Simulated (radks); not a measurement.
Task: These are the eigenvalues of the occupied orbitals of an atom or ion with whole-number occupations (eV). Method: Dirac Kohn-Sham, LDA (Slater exchange, Perdew-Wang correlation), spin-unpolarised, spherical densities, point nucleus; computed with a radial shooting solver on a logarithmic mesh with Libxc functionals.

| orbital | eigenvalue |
|---|---|
| 1s1/2 | -87920.33 |
| 2s1/2 | -15719.49 |
| 2p1/2 | -15099.04 |
| 2p3/2 | -12911.40 |
| 3s1/2 | -3778.499 |
| 3p1/2 | -3498.198 |
| 3p3/2 | -3010.190 |
| 3d3/2 | -2548.423 |
| 3d5/2 | -2444.514 |
| 4s1/2 | -860.6181 |
| 4p1/2 | -739.3892 |
| 4p3/2 | -619.6746 |
| 4d3/2 | -421.9640 |
| 4d5/2 | -399.6238 |
| 5s1/2 | -151.7517 |
| 4f5/2 | -143.3741 |
| 4f7/2 | -138.3387 |
| 5p1/2 | -110.2343 |
| 5p3/2 | -87.6473 |
| 5d3/2 | -30.5532 |
| 5d5/2 | -27.9408 |
| 6s1/2 | -19.5514 |
| 6p1/2 | -11.5527 |
| 6p3/2 | -9.6492 |

Which element is it, and in what charge state? The configuration may be excited. Open shells, if any, are shared by 2j + 1.

Result: Z = 82, lead, charge +1: Pb+ in [Hg] 6p1. The list shows which subshells hold electrons but not how many an open one holds; the 1s level, -3231 hartree, gives Z - s = 80.4 by -(Z - s)^2/2, which with screening and relativity narrows Z to a few neighbours, and the depths of the outer levels then fix element, charge and occupations together.
